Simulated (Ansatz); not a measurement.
`[NH2][GeH2][F]` → `[F][GeH]` + NH₃ at 298.15 K and 1 bar (germylene formation by 1,1-elimination).

Gas-phase electronic energies from Ansatz, PBE0-D4/def2-TZVP geometries. CCSD(T)/CBS is the MP2 limit (def2-TZVPP, def2-QZVPP) plus CCSD(T) − MP2 in def2-TZVPP, frozen cores. This one scheme is used for every species. For Ge outer-core shells are correlated without core-valence functions, which leaves a few kJ/mol of doubt a bond. Scalar relativity is left out up to krypton. Each species was taken in one conformer, which may not be the lowest.

```
         species  CCSD(T)/CBS energy (Eh)  H − E (kJ/mol)  S (J/(mol·K))
`[NH2][GeH2][F]`              -2233.06137           131.2          294.8
      `[F][GeH]`              -2176.50038            30.3          252.4
             NH₃                -56.50880           100.5          192.4
```

H − E and S are ideal-gas, rigid-rotor, harmonic terms from PBE0-D4/def2-TZVP, for one conformer and one mirror image of each species. 1 Eh = 2625.50 kJ/mol, R = 8.31446 J/(mol·K).

By hand: ΔE, ΔH, ΔS and ΔG.

ΔE = (-2176.50038) + (-56.50880) − (-2233.06137) = 0.05219 Eh = 137.0 kJ/mol. Δ(H − E) = 30.3 + 100.5 − 131.2 = -0.4, so ΔH = 136.6 kJ/mol. ΔS = 252.4 + 192.4 − 294.8 = 150.0 J/(mol·K). ΔG = 136.6 − 298.15 × (150.0)/1000 = 91.9 kJ/mol.

By hand: the equilibrium constant, and the temperature at which ΔG would vanish if ΔH and ΔS stayed fixed.

log₁₀ K = −ΔG/(RT ln 10) = -16.1. ΔG = 0 at ΔH/ΔS = 911 K.

The number of gas molecules changes by +1, which sets the sign of ΔS. A doubt of 5 kJ/mol in ΔE shifts log₁₀ K by 0.9 here. Other conformers and mirror images would add mixing entropy, several J/(mol·K) or more a flexible species. These are equilibria of isolated gas molecules and say nothing of rates. Largest T1 diagnostic: 0.014 (customary marks: 0.02 for closed shells, 0.045 for open ones).
